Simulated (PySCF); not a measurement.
How methods differ on the fine-structure interval of W⁶⁹⁺

W⁶⁹⁺ [He] 2s2 2p1 [2p1/2^1, M_J = 1/2] → W⁶⁹⁺ [He] 2s2 2p1 [2p3/2^1, M_J = 3/2], as a difference of total energies. Calculation: PySCF 2.14, in an uncontracted even-tempered set (16 s from 56 bohr⁻², ratio 2.4; 13 p from 72 bohr⁻², ratio 2.4; 5 d from 230 bohr⁻², ratio 2.6; 4 f from 350 bohr⁻², ratio 2.6); the two-component X2C-1e Hamiltonian. Correlated levels: nothing frozen; the 28 highest virtual spinors dropped. "Screened" scales the spin-orbit matrix elements by Boettger's factors to mimic the two-electron term; Breit and QED terms are absent.

| method | fine-structure interval (cm⁻¹) |
| --- | --- |
| GHF (screened spin-orbit) | 11912000 |
| GMP2 (screened spin-orbit) | 11893000 |
| GHF (bare spin-orbit) | 12282000 |
